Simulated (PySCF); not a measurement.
## Electron correlation in Ar⁺ (argon, charge +1)

[Ne] 3s2 3p5, 2P determinant. Calculation: PySCF 2.14, in def2-TZVPPD; the non-relativistic Hamiltonian (point nucleus). Frozen: [Ne]; 7 electrons correlated.

```tsv
level	correlation energy (mhartree)
CCSD	-191.90
(T)	-5.41
CCSD(T)	-197.31
```

Diagnostics: T1 = 0.0066, D1 = 0.0222, largest double amplitude 0.040.

Task: Is a single reference adequate?

Result: Yes: T1 lies below 0.03 and no double amplitude reaches 0.07.
